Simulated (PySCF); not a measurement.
## A run, input to output

The script drives PySCF SCF with an in-house response code with single-precision fitted integrals, so total energies wander by about 1e-6 Eh between cycles (the fitting error itself is about 1e-3 Eh and cancels in differences); atoms count from 0. Pop asks for populations, which are stored and not printed.

Job and coordinates (Å):

```
{"job": {"kind": "nmr", "xc": "PBE0", "basis": "pcSseg-1", "pop": false, "solvent": "chloroform"}, "charge": 0, "multiplicity": 1}
C     -1.515630     1.825079    -0.613657
C     -1.314622     1.829363     0.893823
C     -2.418457     1.127197     1.678016
C     -2.601474    -0.351604     1.368650
S     -1.097724    -1.297949     1.841450
Si    -0.913792    -2.802226     0.368472
Cl    -2.032300    -4.489399     0.730378
Cl    -1.599049    -2.092274    -1.460475
S      1.091024    -3.459015     0.344403
C      2.014271    -1.876756     0.473023
C      1.854011    -0.942823    -0.710014
C      2.710885     0.309527    -0.579328
C      2.546171     1.260224    -1.753817
H     -2.486873     2.266552    -0.891256
H     -0.732061     2.410239    -1.118367
H     -1.481716     0.807633    -1.032627
H     -0.345827     1.360870     1.139098
H     -1.247616     2.869060     1.254630
H     -3.386528     1.618999     1.472616
H     -2.239312     1.250796     2.759410
H     -2.799538    -0.517559     0.300317
H     -3.442041    -0.770828     1.939325
H      3.060328    -2.203950     0.581420
H      1.725088    -1.383289     1.412721
H      2.101136    -1.482113    -1.640162
H      0.796122    -0.645678    -0.802218
H      3.771941     0.020624    -0.477323
H      2.448664     0.829404     0.359313
H      2.829772     0.776324    -2.701883
H      3.169888     2.159206    -1.637999
H      1.499661     1.589213    -1.853394
```

Command:

```bash
OMP_NUM_THREADS=2 python large_run.py task.json out
```

Problem. What does the program print?

Solution. 
```
start: PBE on a coarse grid of 26633 points
cycle   1  E = -2320.4358597666  dE =  8.635e-01  |g| = 7.972e-01  |ddm| = 5.103e+00
cycle   2  E = -2320.1457433416  dE =  2.901e-01  |g| = 1.310e+00  |ddm| = 2.167e+00
cycle   3  E = -2320.6071403148  dE = -4.614e-01  |g| = 1.549e-01  |ddm| = 1.514e+00
cycle   4  E = -2320.6135454720  dE = -6.405e-03  |g| = 5.938e-02  |ddm| = 2.824e-01
cycle   5  E = -2320.6144398984  dE = -8.944e-04  |g| = 1.823e-02  |ddm| = 7.760e-02
cycle   6  E = -2320.6145161096  dE = -7.621e-05  |g| = 3.478e-03  |ddm| = 2.019e-02
final grid: 221819 points
cycle   7  E = -2320.9342567850  dE = -9.124e-03  |g| = 4.505e-02  |ddm| = 3.079e-01
cycle   8  E = -2320.9340180435  dE =  2.387e-04  |g| = 5.360e-02  |ddm| = 1.041e-01
cycle   9  E = -2320.9347919255  dE = -7.739e-04  |g| = 3.886e-03  |ddm| = 6.329e-02
cycle  10  E = -2320.9347947286  dE = -2.803e-06  |g| = 1.524e-03  |ddm| = 5.772e-03
cycle  11  E = -2320.9347963928  dE = -1.664e-06  |g| = 4.816e-04  |ddm| = 2.045e-03
cycle  12  E = -2320.9347936082  dE =  2.785e-06  |g| = 9.780e-05  |ddm| = 6.123e-04
converged SCF energy = -2320.9347936082

GIAO shielding tensors (ppm)
atom      isotropic    diamagn.    paramagn.     s11        s22        s33       span
  0 C      171.121     250.578     -79.456    158.526    172.322    182.516     23.990
  1 C      164.869     248.368     -83.499    156.332    165.243    173.032     16.700
  2 C      153.087     246.916     -93.829    141.936    157.754    159.570     17.634
  3 C      151.389     252.088    -100.699    126.868    148.312    178.988     52.120
  4 S      589.409    1060.646    -471.236    475.209    570.988    722.032    246.824
  5 Si     302.921     874.800    -571.879    272.009    280.283    356.470     84.462
  6 Cl     788.579    1145.092    -356.513    647.220    755.970    962.548    315.328
  7 Cl     768.007    1150.225    -382.218    608.639    767.753    927.629    318.990
  8 S      544.220    1056.673    -512.452    444.356    512.997    675.307    230.951
  9 C      147.602     251.221    -103.620    126.054    145.274    171.477     45.422
 10 C      146.157     252.028    -105.872    124.270    139.724    174.477     50.207
 11 C      158.529     248.411     -89.881    146.859    155.599    173.130     26.272
 12 C      168.611     247.091     -78.480    157.828    162.210    185.796     27.968
 13 H       30.712      29.858       0.853     26.672     27.529     37.933     11.261
 14 H       30.176      31.576      -1.400     25.757     27.827     36.943     11.185
 15 H       30.013      33.848      -3.836     24.593     29.037     36.408     11.816
 16 H       29.601      33.620      -4.019     25.986     29.311     33.505      7.519
 17 H       29.938      30.038      -0.101     24.201     27.921     37.692     13.491
 18 H       29.646      28.397       1.249     24.136     27.385     37.416     13.280
 19 H       29.588      29.548       0.040     24.169     28.083     36.511     12.342
 20 H       28.416      31.974      -3.558     23.775     29.803     31.669      7.894
 21 H       28.093      28.610      -0.517     20.720     27.650     35.909     15.189
 22 H       28.789      30.256      -1.467     21.969     28.229     36.170     14.202
 23 H       28.358      32.713      -4.355     24.320     29.232     31.522      7.202
 24 H       29.937      33.308      -3.370     25.752     30.905     33.156      7.404
 25 H       29.660      36.499      -6.839     23.253     29.664     36.063     12.810
 26 H       30.123      30.086       0.037     24.521     29.615     36.233     11.713
 27 H       30.118      33.399      -3.281     26.336     30.282     33.736      7.401
 28 H       30.331      28.813       1.518     26.199     28.141     36.653     10.454
 29 H       30.083      27.668       2.415     25.650     26.541     38.058     12.408
 30 H       30.288      32.361      -2.073     24.714     30.513     35.637     10.923
```

The run took 46 s of wall time on 2 threads of Arm Neoverse N1 (shared host), peak memory 1.5 GiB.
